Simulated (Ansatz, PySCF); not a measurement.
Process, species as SMILES: CC1=C[C-]=CC1 -> [CH-]1CC2=C1CC2
Geometries: B3LYP-D3(BJ)/def2-TZVP minima from Ansatz (a program for electronic structure), one conformer each, not searched for the lowest. Frequencies are from Ansatz or PySCF. Unstable Hartree-Fock reference: CC1=C[C-]=CC1.

Wanted: isomerisation energy (enthalpy at 298 K, with B3LYP-D3(BJ) rigid-rotor harmonic-oscillator terms), in kcal/mol. Valence correlation only, unless marked. No spin-orbit coupling. No relativistic terms. Anions need diffuse functions: aug- sets have them; def2-D sets add few; the other sets have none. Basis-set limits of correlation are two-point, X^-3; Hartree-Fock from the larger set. [CCSD(T)-MP2]/basis is that difference in the basis named.

```tsv
level	program	isomerisation energy (kcal/mol)	minus last row
HF/6-31G*	Ansatz	65.9	12.1
HF/aug-cc-pVDZ	Ansatz	66.6	12.8
HF/cc-pVTZ	Ansatz	67.3	13.5
HF/aug-cc-pVQZ	Ansatz	67.4	13.6
BLYP/def2-TZVPD	Ansatz	53.8	0.0
B3LYP-D3(BJ)/def2-TZVPD	Ansatz + dftd3	56.1	2.3
PBE0/STO-3G	Ansatz	40.6	-13.2
r2SCANh/def2-TZVPD	Ansatz	52.9	-0.9
B2PLYP-D3(BJ)/def2-TZVPD	Ansatz + dftd3	55.0	1.2
RPA@PBE/cc-pVQZ	Ansatz	52.0	-1.8
MP2/STO-3G	Ansatz	54.9	1.1
MP2/cc-pVQZ	Ansatz	50.5	-3.3
CCSD(T)/aug-cc-pVDZ	Ansatz	53.8	0.0
CCSD(T)/cc-pVDZ	Ansatz	53.7	-0.1
RI-MP2/CBS(aug-cc-pVTZ,aug-cc-pVQZ)+[CCSD(T)-MP2]/aug-cc-pVTZ	Ansatz	53.8	0.0
```
